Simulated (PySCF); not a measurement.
## Dipole response of Co+ (cobalt, charge +1)

[Ar] 3d7 4s1, high-spin 5F determinant (an excited configuration). Calculation: PySCF 2.14, in def2-TZVPPD (6s6p4d2f1g, 67 functions); the non-relativistic Hamiltonian (point nucleus). Coupled (time-dependent) response in atomic units; α is the mean over directions.

| method | mean α (bohr³) | C₆ (like pair) | S(−4) |
| --- | --- | --- | --- |
| wB97M-V | 30.15 | 141.8 | 873.9 |

S(−4) is the Cauchy moment in α(ω) = α(0) + S(−4) ω² + …

α(iu) at wB97M-V:

```json
{"u (hartree)": "0", "α(iu) (bohr³)": "30.15"}
{"u (hartree)": "0.0500", "α(iu) (bohr³)": "28.13"}
{"u (hartree)": "0.100", "α(iu) (bohr³)": "23.55"}
{"u (hartree)": "0.200", "α(iu) (bohr³)": "14.80"}
{"u (hartree)": "0.300", "α(iu) (bohr³)": "9.676"}
{"u (hartree)": "0.500", "α(iu) (bohr³)": "5.186"}
{"u (hartree)": "0.750", "α(iu) (bohr³)": "3.152"}
{"u (hartree)": "1.00", "α(iu) (bohr³)": "2.272"}
{"u (hartree)": "1.50", "α(iu) (bohr³)": "1.501"}
{"u (hartree)": "2.00", "α(iu) (bohr³)": "1.138"}
{"u (hartree)": "3.00", "α(iu) (bohr³)": "0.7489"}
{"u (hartree)": "5.00", "α(iu) (bohr³)": "0.3916"}
```

For an ion, C₆ is the dispersion term alone; charge-induced terms of lower order in 1/R come first.
